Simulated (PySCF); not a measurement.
**Telling isomers of C5H6ClFO apart by NMR**

Theory: GFN2-xTB geometry, shieldings: GIAO PBE0/pcSseg-1, in PySCF 2.14.0 with density-fitted response routines (rapidly exchanging positions averaged, isolated molecule, one computed conformer, non-relativistic).

Scale: ¹H, ¹³C vs TMS (reference shieldings calculated alike). Splittings of carbon signals by F and P are missing where no couplings were computed. Where no couplings were computed, multiplicities follow the n + 1 count of equivalent neighbours, and m marks all less simple cases (inequivalent or close neighbours, rings, F or P nearby). Shifts are as computed. Against solution values, carbons near 30 ppm lie about +3 ppm off and those near 130 ppm about +5 ppm; carbons on Cl a further +6 ppm. Of 1211 compounds with measured shifts, 218 miss one by over three times the rms of a fit or turn the order of signals round; such compounds aren't used in these exercises. Carbons bonded to Cl come out too deshielded.

(1) Tabulate the signals of `F[C@@H]1C=C(Cl)COC1`, `C[C@@]1(F)C[C@H]1C(=O)Cl`, `CC(C)=C(Cl)C(=O)F` and their relative energies.

(2) What is the quickest way to tell F[C@@H]1C=C(Cl)COC1 from CC(C)=C(Cl)C(=O)F?

(3) What is the quickest way to tell C[C@@]1(F)C[C@H]1C(=O)Cl from CC(C)=C(Cl)C(=O)F?

(4) What is the quickest way to tell F[C@@H]1C=C(Cl)COC1 from C[C@@]1(F)C[C@H]1C(=O)Cl?

## Answers

(1) 
| SMILES | carbon types | δC | δH | E rel. (kcal/mol) |
| --- | --- | --- | --- | --- |
| F[C@@H]1C=C(Cl)COC1 | 1×C 2×CH 2×CH2 | 153.1, 128.3, 86.2, 72.4, 72.0 | 6.40 (m, 1H), 4.87 (m, 1H), 4.50 (m, 1H), 4.28 (m, 1H), 4.05 (m, 1H), 3.54 (m, 1H) | 20.2 |
| C[C@@]1(F)C[C@H]1C(=O)Cl | 2×C 1×CH 1×CH2 1×CH3 | 183.6, 88.5, 39.1, 27.8, 17.1 | 2.75 (m, 1H), 1.82 (m, 3H), 1.80 (m, 1H), 1.32 (m, 1H) | 8.1 |
| CC(C)=C(Cl)C(=O)F | 3×C 2×CH3 | 174.8, 162.3, 123.9, 29.3, 27.3 | 2.51 (s, 3H), 2.44 (s, 3H) | 0.0 |

Energies are electronic energies at PBE0/pcSseg-1 on these geometries, without zero-point or thermal terms, each for the one conformer computed, which needn't be the lowest.

(2) Both give the same number of carbon signals, but DEPT or the intensities differ. The first has an alkene CH at 128.3 ppm, the second an allylic methyl carbon (CH3) at 29.3 ppm. Their most deshielded carbons lie at 153.1 and 174.8 ppm. In the proton spectra the most deshielded non-exchanging signals are 6.40 (m, 1H) and 2.51 (s, 3H).

(3) Both give the same number of carbon signals, but DEPT or the intensities differ. The first has a three-membered-ring carbon (CH) at 39.1 ppm, the second an α carbon of a C=C–C=O unit (C) at 123.9 ppm. Their most deshielded carbons lie at 183.6 and 174.8 ppm.

(4) Both give the same number of carbon signals, but DEPT or the intensities differ. The first has an alkene CH at 128.3 ppm, the second a three-membered-ring carbon (C) at 88.5 ppm. Their most deshielded carbons lie at 153.1 and 183.6 ppm. In the proton spectra the most deshielded non-exchanging signals are 6.40 (m, 1H) and 2.75 (m, 1H).
